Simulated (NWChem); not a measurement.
C$_{2}$H$_{4}$BNO$_{2}$; SMILES C(B(O)O)C#N

```xyz
10

N      0.3027    -2.5841     0.0000
C     -0.3304    -1.6093     0.0000
C     -1.0088    -0.3194     0.0000
B      0.0373     0.8985     0.0000
O      1.3885     0.7262     0.0000
O     -0.4900     2.1528     0.0000
H     -1.6629    -0.2411    -0.8778
H     -1.6629    -0.2411     0.8778
H      1.6576    -0.2063     0.0000
H      0.2101     2.8245     0.0000
```
Atoms are numbered in this order, from 1.

Computed with NWChem. The geometry was optimised at B3LYP/6-31G* (spherical d).

Q: Predict the results for B3LYP/def2-TZVP. Quantities: highest occupied level (eV); orbital gap (eV); dipole (D).

A: The highest occupied level (eV) is -9.07 and the orbital gap (eV) comes out as 9.00. The dipole (D) is 2.86.
